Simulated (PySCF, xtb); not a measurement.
FH₅N₂OSiW, SMILES [NH]=[W](=[NH])([F])[O][SiH3], multiplicity 1.

xtb with GFN2-xTB at its own geometry gives an orbital gap of 2.42 eV and a dipole moment of 1.95 D.

The structure is a stationary point at PBE0-D3(BJ)/def2-SVP. The spin state was assumed, not searched. The def2 effective core potentials stand for the cores of W; spin–orbit coupling is left out. The values are those of a single conformer.

What does r2SCAN/def2-TZVP in PySCF give? (The exact figures need the calculation; the answer reports its results.)

gap 4.87 eV (levels -6.75 and -1.87 eV), dipole 2.34 D.
